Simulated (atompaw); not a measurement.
## hafnium (Hf): PAW (atompaw) pseudisation with PBE, scalar-relativistic reference atom.

```json
{
 "Element": "hafnium (Hf)",
 "Generator": "atompaw 4.2.0.5",
 "Type": "PAW",
 "Functional": "PBE",
 "Relativity": "scalar-relativistic",
 "Frozen core": "[Xe] 4f14",
 "Valence charge": "4",
 "Reference configuration": "5d2 6s0 6p0 (charge +2)",
 "Partial waves": "6s (bound, empty): rc 2.85 bohr; 6s channel at -0.05 Ry: rc 2.50 bohr; 6p (bound, empty): rc 2.85 bohr; 6p channel at 4.3 Ry: rc 2.85 bohr; 5d (bound): rc 2.85 bohr; 5d channel at -0.45 Ry: rc 2.05 bohr",
 "Local potential": "troulliermartins scheme with l = 3 at 0.5 Ry, radius 2.00 bohr",
 "Core correction": "smooth core density matched at 2.30 bohr",
 "Augmentation charge": "sinc compensation charge, radius 2.50 bohr; PAW radius 2.85 bohr; waves and projectors: custom polynom2 7 10 vanderbiltortho"
}
```

All-electron outer shells of the reference configuration (PBE, scalar-relativistic, ld1.x):

```json
{"shell": "4f", "level (eV)": "-31.91", "outermost node (bohr)": "–", "outermost maximum (bohr)": "0.45"}
{"shell": "6s", "level (eV)": "-17.50", "outermost node (bohr)": "1.36", "outermost maximum (bohr)": "2.68"}
{"shell": "5d", "level (eV)": "-16.70", "outermost node (bohr)": "0.67", "outermost maximum (bohr)": "1.65"}
{"shell": "6p", "level (eV)": "-12.02", "outermost node (bohr)": "1.62", "outermost maximum (bohr)": "3.36"}
```

Task: Does the generator finish with these settings?

Result: No. atompaw 4.2.0.5 stopped with "atompaw: The overlap operator has at least one negative eigenvalue!": the overlap operator built from these waves and projectors is not positive definite.
